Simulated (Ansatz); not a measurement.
MoBr₄. Total charge 0; triplet. Geometry relaxed at PBE-D4/def2-SVP.

```xyz
5

Mo    0.000    0.000    0.000
Br    0.106   -1.611   -1.768
Br    0.680   -1.023    2.055
Br   -2.245    0.803    0.214
Br    1.459    1.831   -0.501
```

In the def2 sets Mo takes a core potential; there is no spin–orbit coupling.

Estimate the harmonic wavenumbers at UKS PBE-D4/def2-SVP (Ansatz, unscaled). Is this a minimum?

56, 56, 62, 62, 62, 231, 312, 312, 312 cm⁻¹. Yes, no mode is imaginary beyond noise. Zero-point energy 8.8 kJ/mol. Run time 84 s (4 threads of Arm Neoverse V1 on a shared host).
